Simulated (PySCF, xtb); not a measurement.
pyrazine-2-carbonitrile (C5H3N3), SMILES N#Cc1cnccn1.

xtb 6.7.1 with GFN2-xTB at its own geometry gives an orbital gap of 1.91 eV and a dipole moment of 3.68 D.

Coordinates come from a PBE0-D3(BJ)/def2-SVP optimisation.

What does PBE/def2-TZVP (PySCF) give? (Estimate from the structure and the level; the computed values follow.)

gap 3.09 eV (levels -6.53 and -3.44 eV), dipole 4.04 D.
